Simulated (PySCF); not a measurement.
## Atomic charges by several schemes

Compound: C3H9FO3Si2.
Z-matrix (Å and degrees, GFN2-xTB geometry), rows numbered from 1:
```
C 
O   1  1.4174
C   2  1.3773  1  115.57
F   3  1.3979  2  109.54  1   -66.88
Si  3  1.9264  2  103.97  1   175.64
Si  5  2.3151  3  102.30  2    42.84
C   6  1.9219  5  105.41  3   176.15
O   7  1.2025  6  127.56  5  -158.87
O   7  1.3472  6  110.74  5    22.28
H   1  1.0875  2  106.45  3   179.64
H   1  1.0932  2  110.76  3    60.28
H   1  1.0955  2  110.51  3   -60.98
H   3  1.1004  2  112.13  1    48.26
H   5  1.4709  3  105.65  2   168.09
H   5  1.4700  3  104.20  2   -79.96
H   6  1.4702  5  115.24  3   -69.69
H   6  1.4679  5  118.03  3    58.18
H   9  0.9737  7  111.15  6   178.28
```

Density: PBE0/pcSseg-1 (PySCF); schemes: Mulliken, IAO, Hirshfeld and ESP-fitted. One conformer (not necessarily the lowest) at the GFN2-xTB geometry, without solvent, vibrations or thermal averaging.

Q: What partial charge does each atom carry?

A: In e; atoms taken as equivalent share a row and are averaged (×n: the atom named and its like, n in all):

```csv
atom,environment,Mulliken,IAO,Hirshfeld,ESP-fitted
C1,methoxy carbon,-0.038,-0.212,-0.038,-0.251
O2,ether oxygen,-0.518,-0.378,-0.127,-0.196
C3,sp3 C–F carbon,+0.165,+0.096,+0.033,+0.133
F4,alkyl fluorine,-0.347,-0.345,-0.135,-0.234
Si5,SiH2 silicon,+0.375,+0.461,+0.233,+0.104
Si6,SiH2 silicon,+0.366,+0.427,+0.250,+0.170
C7,carbonyl carbon,+0.215,+0.292,+0.118,+0.570
O8,acid carbonyl oxygen,-0.387,-0.437,-0.266,-0.512
O9,acid hydroxyl oxygen,-0.375,-0.488,-0.174,-0.563
H10/H11/H12,methyl hydrogen,+0.115,+0.147,+0.047,+0.130
H13,methine hydrogen,+0.107,+0.123,+0.035,+0.106
H14,Si–H hydrogen,-0.044,-0.095,-0.069,-0.025
H15,Si–H hydrogen,-0.046,-0.094,-0.069,-0.044
H16,Si–H hydrogen,-0.028,-0.076,-0.060,-0.051
H17,Si–H hydrogen,-0.024,-0.078,-0.057,-0.025
H18,acid proton,+0.233,+0.363,+0.184,+0.426
```

Mean size of the charges over all atoms: IAO 0.245 e, ESP-fitted 0.211 e, Mulliken 0.201 e, Hirshfeld 0.111 e. Each set sums to the total charge, 0, to within 0.001 e. The Mulliken scheme counts on each atom the diagonal of the density matrix times the overlap matrix over that atom's basis functions.

Some averages cover members that differ in this geometry: H10/H11/H12, ESP-fitted +0.107 to +0.145; H10/H11/H12, IAO +0.131 to +0.164; H10/H11/H12, Mulliken +0.099 to +0.128 e.

Lowest charge. The schemes don't all agree: Mulliken O2 (-0.518); IAO O9 (-0.488); Hirshfeld O8 (-0.266); ESP-fitted O9 (-0.563).

Highest charge. The schemes don't all agree: Mulliken Si5 (+0.375); IAO Si5 (+0.461); Hirshfeld Si6 (+0.250); ESP-fitted C7 (+0.570).

Q: How closely do the schemes follow one another over all atoms?

A: Correlation coefficient and root-mean-square difference: IAO with Hirshfeld 0.97, 0.159 e; Mulliken with IAO 0.96, 0.081 e; Mulliken with Hirshfeld 0.92, 0.137 e; IAO with ESP-fitted 0.88, 0.139 e; Hirshfeld with ESP-fitted 0.82, 0.182 e; Mulliken with ESP-fitted 0.81, 0.165 e.

Q: How many electrons does the IAO scheme count on F4?

A: Z − q = 9 − (-0.345) = 9.345.

Q: Sum the charges by element, for elements with more than one atom.

A: 
```
element  atoms  Mulliken     IAO  Hirshfeld  ESP-fitted
      C      3    +0.343  +0.176     +0.113      +0.452
      O      3    -1.280  -1.303     -0.567      -1.271
     Si      2    +0.741  +0.888     +0.483      +0.274
      H      9    +0.543  +0.584     +0.106      +0.780
```
